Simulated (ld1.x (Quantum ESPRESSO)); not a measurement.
## Before and after: TM potential for rubidium

```
Element                 : Rb (Z = 37)
Generator               : ld1.x (Quantum ESPRESSO) 7.5
Type                    : norm-conserving Troullier–Martins (Kleinman–Bylander form)
Functional              : LDA (PZ)
Relativity              : scalar-relativistic
Frozen core             : [Kr]
Valence charge          : 1
Reference configuration : 5s1 5p0
Partial waves           : 5p (bound, empty): rc 3.20 bohr; 4d channel at 0.4 Ry: rc 3.40 bohr; 5s (bound): rc 4.20 bohr
Local potential         : the s channel
Core correction         : none
```

All-electron outer shells of the reference configuration (LDA (PZ), scalar-relativistic, ld1.x):

```json
{"shell": "4p", "level (eV)": "-16.03", "outermost node (bohr)": "0.64", "outermost maximum (bohr)": "1.42"}
{"shell": "5s", "level (eV)": "-2.37", "outermost node (bohr)": "1.79", "outermost maximum (bohr)": "4.22"}
{"shell": "5p", "level (eV)": "-0.79", "outermost node (bohr)": "2.20", "outermost maximum (bohr)": "6.14"}
```

Change: local potential all-electron potential smoothed inside 3.80 bohr (lloc = -1).

Cutoffs: the cutoffs (Ry, on a coarse ladder) from which the occupation-weighted sum of valence levels, in a spherical-Bessel basis at the reference potential, stays within 10 and 1 mRy of its value at 400 Ry; they do not see the model core or the augmentation charge, which bear on the density cutoff. Errors are all-electron minus pseudo energies relative to the spin-unpolarised reference configuration.

**Question.** What does the change do?

**Answer.** Both files are so soft that the ladder of cutoffs tells neither apart; both files keep a bound ghost (p); the errors of the 4 common tests hardly move; the range in which the p phases agree narrows (upper end 1.1 → 0.1).

| quantity | base | changed |
| --- | --- | --- |
| cutoff, loose | 6 Ry | 6 Ry |
| cutoff, tight | 6 Ry | 6 Ry |
| bound ghosts | p | p |
| error for 5s0.5 5p0, meV [ΔE 1.66 eV] | +17 | +18 |
| error for 5s0 5p1, meV [ΔE 1.62 eV] | +85 | +89 |
| error for 5s1 5p0 (spin-polarised), meV [ΔE -0.13 eV] | +47 | +47 |
| error for 5s0.5 5p0 (spin-polarised), meV [ΔE 1.62 eV] | +41 | +41 |
| s: phases at 4.57 bohr within 0.05 rad from the reference energy up to (Ry; the scan ends near 5) | 0.8 | 0.3 |
| p: phases at 4.57 bohr within 0.05 rad from the reference energy up to (Ry; the scan ends near 5) | 1.1 | 0.1 |
| d: phases at 4.57 bohr within 0.05 rad from the reference energy up to (Ry; the scan ends near 5) | 0.8 | 0.9 |

Base: The cutoffs count occupied waves only; the empty 5p level needs 15 Ry at the loose tolerance. Changed file: The cutoffs count occupied waves only; the empty 5p level needs 12 Ry at the loose tolerance. A true bound ghost makes a file unfit for plane-wave use even where its test errors are small: the radial tests pick states by their node count and pass the ghost by.
